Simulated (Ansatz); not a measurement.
The same group exchange along the group O, S, Se.

Isolated molecules relaxed with PBE0-D4/def2-TZVP in Ansatz; ΔE leaves out vibrations. CCSD(T)/CBS is the MP2 limit (def2-TZVPP, def2-QZVPP) plus CCSD(T) − MP2 in def2-TZVPP, frozen cores. DFT in def2-TZVPP. Elements past krypton have def2 core potentials. For I, Se outer-core shells are correlated without core-valence functions, which leaves a few kJ/mol of doubt a bond. Scalar relativity is left out up to krypton. Each species was taken in one conformer, which may not be the lowest.

```csv
reaction,LDA (SPW92) (kJ/mol),HF/CBS(def2) (kJ/mol),PBE-D4 (kJ/mol),CCSD(T)/CBS(def2) (kJ/mol)
`[OH][Al]([Cl])[Cl]` + `CCI` → `[Cl][Al]([Cl])[I]` + `CCO`,24,23,27,36
`[SH][Al]([Cl])[Cl]` + `CCI` → `[Cl][Al]([Cl])[I]` + `CCS`,-24,-32,-21,-22
`[Cl][Al]([Cl])[SeH]` + `CCI` → `[Cl][Al]([Cl])[I]` + `CC[SeH]`,-19,-28,-19,-20
```

Largest T1 diagnostic: 0.010, for `[OH][Al]([Cl])[Cl]`.
